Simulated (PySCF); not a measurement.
**Two-dimensional NMR puzzle**

Compound of formula C4H9NOSi2. Correlations simulated from computed shifts and the bond graph:

HSQC (one-bond C–H):
```
  δH     δC
8.15  180.0
6.53  154.8
5.49  111.8
```

COSY cross peaks (H two or three bonds apart, from the bond graph; peaks can be absent where the dihedral angle is near 90°):
```
  δH    δH
6.53  5.49
5.41  5.37
```

HMBC (two and three bonds, from the bond graph):
```
  δH                         δC
8.15                111.8, 42.1
6.53                111.8, 42.1
5.49         180.0, 154.8, 42.1
5.41  180.0, 154.8, 111.8, 42.1
5.37  180.0, 154.8, 111.8, 42.1
3.97         180.0, 111.8, 42.1
```

Carbons without hydrogens: δ 42.1.

[PySCF: σ from GIAO-PBE0/pcSseg-1; GFN2-xTB geometry; no relativistic terms; a single conformation; averaged over atoms made equivalent by symmetry, fast rotation or ring inversion; isolated molecule]

Chemical shifts δ = σref − σ; TMS for 1H and 13C, all at this level.

Exchangeable hydrogens are left out of these lists.

Work out the connectivity.

Results:

SMILES [H]/N=C\[C@@]1([SiH3])C=CO[SiH2]1.

Mapped SMILES: `[H]/[N:1]=[CH:2]\[C@@:3]1([SiH3:4])[CH:5]=[CH:6][O:7][SiH2:8]1`; H(Xn) means a hydrogen on atom n. Ha(Si8) is pro-R; Hb(Si8) is pro-S.

- δC 180.0 is C2, a C=N carbon (δH 8.15).
- δC 154.8 is C6, an alkene carbon bearing oxygen (δH 6.53).
- δC 111.8 is C5, a β carbon of an enol-ether or enamine type C=C (δH 5.49).
- δC 42.1 is C3, an allylic fully substituted sp3 carbon bonded to 2 Si.
- HMBC from δH 8.15 reaches the proton-free carbon C3.
- HMBC from δH 6.53 reaches the proton-free carbon C3.
- HMBC from δH 5.49 reaches the proton-free carbon C3.
- HMBC from δH 5.41 reaches the proton-free carbon C3.
- COSY links 6.53–5.49, 5.41–5.37.

The data come from this structure; uniqueness wasn't tested.

Exchangeable OH/NH protons stand at their gas-phase positions; hydrogen bonding in a real sample shifts them, mostly to higher δ. Shifts are as computed. Against solution values, carbons near 30 ppm lie about +3 ppm off and those near 130 ppm about +5 ppm. Of 1211 compounds with measured shifts, 218 miss one by over three times the rms of a fit or turn the order of signals round; such compounds aren't used in these exercises.
